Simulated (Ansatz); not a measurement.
PBE exchange is replaced step by step with exact exchange (0 % is PBE, 25 % PBE0; no dispersion term), basis def2-TZVP, Ansatz. System: GaCl2(NH2) (GaNCl2H2). Total charge 0; singlet. Geometry: PBE0-D4/def2-SVP.

Geometry of the singlet:

| atom | x (Å) | y (Å) | z (Å) |
| --- | --- | --- | --- |
| Ga1 | 0.399 | -0.420 | 0.424 |
| Cl2 | -0.112 | -0.686 | 2.478 |
| Cl3 | 2.115 | -1.423 | -0.351 |
| N4 | -0.590 | 0.632 | -0.630 |
| H5 | -0.393 | 0.779 | -1.611 |
| H6 | -1.418 | 1.118 | -0.310 |

```csv
exact exchange (%),HOMO (eV),LUMO (eV),gap (eV)
0,-6.66,-2.02,4.64
5,-6.94,-1.83,5.11
10,-7.22,-1.64,5.58
15,-7.50,-1.45,6.05
25,-8.07,-1.07,7.00
35,-8.65,-0.69,7.96
50,-9.54,-0.12,9.41
```
